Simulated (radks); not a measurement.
The numbers below are computed, except where a source is named.
Numerical settings for neutral potassium, [Ar] 4s1. Level of theory: non-relativistic Kohn-Sham, LDA (Slater exchange, Perdew-Wang correlation), spin-polarised, spherical densities, point nucleus; open shells are filled with parallel spins first (a radial shooting solver on a logarithmic mesh with Libxc functionals). The defaults (mesh step 0.008 in ln r, mesh end at 40 bohr or more with all orbitals vanishing there, Anderson mixing 0.5 over 9 steps, residual threshold near 1e-9 with the energy settled to 1e-9 hartree or 1e-11 of itself, here a cap of 60 iterations) give E = -598.1992 hartree and 4s at -2.616 eV in 14 iterations. Run on one thread of a shared host, so times are rough (Arm Neoverse N1): 0.15 s of CPU time, 0.15 s wall, 14 iterations on 2669 mesh points. Changes against that run (0 stands for a change within the tolerance of the run):

[
 {"setting": "mesh step in ln r 0.03", "iterations": "14", "converged": "yes", "E (mhartree)": "0", "e(4s) (meV)": "0", "CPU (s)": "0.05"},
 {"setting": "mesh step in ln r 0.08", "iterations": "15", "converged": "yes", "E (mhartree)": "+0.0134", "e(4s) (meV)": "0", "CPU (s)": "0.03"},
 {"setting": "mesh step in ln r 0.2", "iterations": "12", "converged": "no", "E (mhartree)": "diverged", "e(4s) (meV)": "-", "CPU (s)": "0.04"},
 {"setting": "mesh end (bohr) 5", "iterations": "13", "converged": "level above zero", "E (mhartree)": "+187", "e(4s) (meV)": "+6.33e+03", "CPU (s)": "0.1"},
 {"setting": "mesh end (bohr) 12", "iterations": "14", "converged": "yes", "E (mhartree)": "+0.838", "e(4s) (meV)": "+64.1", "CPU (s)": "0.14"},
 {"setting": "residual threshold 1e-16", "iterations": "60", "converged": "no", "E (mhartree)": "0", "e(4s) (meV)": "0", "CPU (s)": "0.38"},
 {"setting": "residual threshold 1e-05", "iterations": "8", "converged": "yes", "E (mhartree)": "0", "e(4s) (meV)": "+0.342", "CPU (s)": "0.11"},
 {"setting": "mixing 0.2", "iterations": "15", "converged": "yes", "E (mhartree)": "0", "e(4s) (meV)": "0", "CPU (s)": "0.16"},
 {"setting": "linear mixing, mixing 0.05", "iterations": "60", "converged": "no", "E (mhartree)": "+0.0794", "e(4s) (meV)": "-96.4", "CPU (s)": "0.5"},
 {"setting": "linear mixing, mixing 0.2", "iterations": "60", "converged": "no", "E (mhartree)": "0", "e(4s) (meV)": "+0.00532", "CPU (s)": "0.45"},
 {"setting": "mixing history 20", "iterations": "20", "converged": "yes", "E (mhartree)": "0", "e(4s) (meV)": "0", "CPU (s)": "0.2"},
 {"setting": "iteration cap 8", "iterations": "8", "converged": "no", "E (mhartree)": "0", "e(4s) (meV)": "+0.0532", "CPU (s)": "0.09"}
]

Settled on a wrong energy, with an occupied level pushed above zero by the early mesh end: mesh end (bohr) 5 (+0.187 hartree). Apart from these: no run marked as converged misses the energy by more than 1 mhartree. A mesh that ends early acts as a hard wall.
